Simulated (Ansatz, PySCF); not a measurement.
Breaking a bond: SiAl (cation, charge +1), lowest singlet found (which spin is the ground state isn't settled by this scan).

Computed with: RHF/3-21G = PySCF 2.14.0 with restricted Hartree-Fock/3-21G; RCCSD = Ansatz (an electronic-structure program) with CCSD on RHF/aug-cc-pVDZ, frozen core; FCI = full CI/aug-cc-pVDZ, frozen core (Ansatz).

Energies relative to the lowest point of each curve between 2.94 and 3.71 Å, where full CI is lowest, in kcal/mol:

```json
[
 {"R / Å": "2.94", "RHF/3-21G": "0.3", "RCCSD": "0.7"},
 {"R / Å": "3.16", "RHF/3-21G": "0.0", "RCCSD": "0.0"},
 {"R / Å": "3.40", "RHF/3-21G": "0.1", "RCCSD": "1.4"},
 {"R / Å": "3.71", "RHF/3-21G": "0.5", "RCCSD": "4.7"},
 {"R / Å": "4.13", "RHF/3-21G": "1.0", "RCCSD": "10.0"},
 {"R / Å": "4.58", "RHF/3-21G": "1.4", "RCCSD": "15.0"},
 {"R / Å": "5.08", "RHF/3-21G": "1.5", "RCCSD": "19.3"},
 {"R / Å": "5.80", "RHF/3-21G": "1.4", "RCCSD": "23.1"},
 {"R / Å": "6.74", "RHF/3-21G": "1.1", "RCCSD": "25.5"},
 {"R / Å": "7.96", "RHF/3-21G": "0.8", "RCCSD": "26.8"}
]
```

Problem. Predict the corresponding FCI column.

Solution. 2.94: 0.7; 3.16: 0.0; 3.40: 1.4; 3.71: 4.7; 4.13: 10.0; 4.58: 15.2; 5.08: 19.5; 5.80: 23.3; 6.74: 25.5; 7.96: 26.5 (kcal/mol).

The scan ran from 1.65 to 7.96 Å; beyond the distances shown full CI changes its symmetry label. The restricted form behind RHF/3-21G keeps the bonding electrons paired and can't separate into open-shell fragments.
